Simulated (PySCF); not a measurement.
Caution: the restricted solution is unstable towards spin-unrestricted or complex orbitals, so a lower solution exists and this singlet may not be the ground state.

B3LYP has the VWN-RPA correlation part, as in Gaussian. 

Cartesian coordinates (Å):
```xyz
5

B      1.2967     0.0084     0.3012
B     -0.1856    -0.1272     0.0424
O     -1.4614    -0.3115    -0.2379
H      2.4346     0.1493     0.5313
H     -2.0842     0.2810     0.2049
```
Charge 0, multiplicity 1.

Q: Estimate the HOMO, dipole moment, total energy, HOMO–LUMO gap and LUMO that B3LYP-D3(BJ)/def2-TZVP in PySCF returns for this input.

A: 
```yaml
HOMO: -4.96 eV
dipole_moment: 0.467 e·Å
total_energy: -126.0900 Ha
HOMO–LUMO gap: 1.62 eV
LUMO: -3.34 eV
```
